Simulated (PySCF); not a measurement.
**Correlation energy of Co (cobalt, neutral)**

[Ar] 3d6 4s2 4p1, one real determinant (an excited configuration). Calculation: PySCF 2.14, in x2c-TZVPPall (6s5p4d2f1g, 64 functions); the spin-free X2C one-electron Hamiltonian (Gaussian nucleus). Frozen: [Ar]; 9 electrons correlated.

```tsv
level	correlation energy (mhartree)
CCSD	-205.88
(T)	-17.57
CCSD(T)	-223.45
```

Diagnostics: T1 = 0.060, D1 = 0.2474, largest double amplitude 0.246.

Question: Is a single reference adequate?

Answer: Not fully. The real determinant used has ⟨L²⟩ near 8 against 12 for a pure F term, so it mixes terms. T1 exceeds 0.03, a sign that the reference determinant is poor. A double-excitation amplitude exceeds 0.15, a sign of near-degeneracy.

The basis was made for the ground configuration and has no added diffuse functions, which can raise the energy of the promoted electron.

The reference is one real determinant that mixes LS terms of this configuration.
